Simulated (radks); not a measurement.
Q: Species: Kr+. Configuration: [Ar] 3d9.5 4s2 4p5 5p0.5 (fractional occupations, a model configuration). Calculated with a radial shooting solver on a logarithmic mesh with Libxc functionals: scalar-relativistic Kohn-Sham, LDA (Slater exchange, Perdew-Zunger correlation), spin-unpolarised, spherical densities, finite nucleus; Fermi nuclear charge, rms radius 4.1884 fm. Some entries of the table are withheld. Estimate them.

orbital,occ.,eigenvalue (eV),<1/r> (bohr^-1)
1s,2,-14159.90,36.71
2s,2,(1),8.152
2p,6,-1672.874,7.979
3s,2,-285.7644,2.709
3p,6,-217.5047,2.561
3d,9.5,(2),2.297
4s,2,-38.7784,(3)
4p,5,(4),0.7596
5p,0.5,-5.0334,0.2345

A: 
(1) 2s eigenvalue (eV): -1886.987
(2) 3d eigenvalue (eV): -104.2615
(3) 4s <1/r> (bohr^-1): 0.8987
(4) 4p eigenvalue (eV): -23.6027
